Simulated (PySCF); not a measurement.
Atom-mapped SMILES (the numbers label the heavy atoms): `[O:1]=[CH:2][c:3]1[cH:4][cH:5][cH:6][c:7]([Cl:8])[cH:9]1`; H(Xn) means a hydrogen on atom n.

GIAO PBE0/pcSseg-1 shifts (PySCF 2.14.0 with density-fitted response routines, gas phase, non-relativistic, equivalent atoms averaged), each against references optimised in the same way as the molecule (H2O, TMS, HCl).

On the GFN2-xTB geometry: O1 671.5, C2 195.0, C7 146.7, C3 142.2, C6 141.1, C9 140.0, C5 135.7, C4 132.0, Cl8 242, H(C2) 10.12, H(C4) 8.39, H(C6) 7.85, H(C9) 7.83, H(C5) 7.81 ppm.

Problem. What changes on the PBE0-D3(BJ)/def2-SVP geometry?

Solution. 
| atoms | δ (ppm) | change |
| --- | --- | --- |
| O1 | 672.1 | +0.6 |
| C2 | 193.2 | -1.8 |
| C7 | 146.4 | -0.3 |
| C3 | 141.3 | -0.9 |
| C6 | 140.7 | -0.4 |
| C9 | 139.6 | -0.4 |
| C5 | 135.3 | -0.4 |
| C4 | 130.6 | -1.4 |
| Cl8 | 239 | -3 |
| H(C2) | 9.83 | -0.29 |
| H(C4) | 8.18 | -0.21 |
| H(C6) | 7.64 | -0.21 |
| H(C9) | 7.63 | -0.20 |
| H(C5) | 7.60 | -0.21 |

Bonds between heavy atoms that differ most (equivalent bonds averaged): C2–C3 1.471 → 1.482 Å, C5–C6 1.386 → 1.396 Å, C7–C9 1.383 → 1.392 Å, C4–C5 1.381 → 1.389 Å, C6–C7 1.388 → 1.395 Å. Mean change of bonds to hydrogen: C–H +0.013 Å.
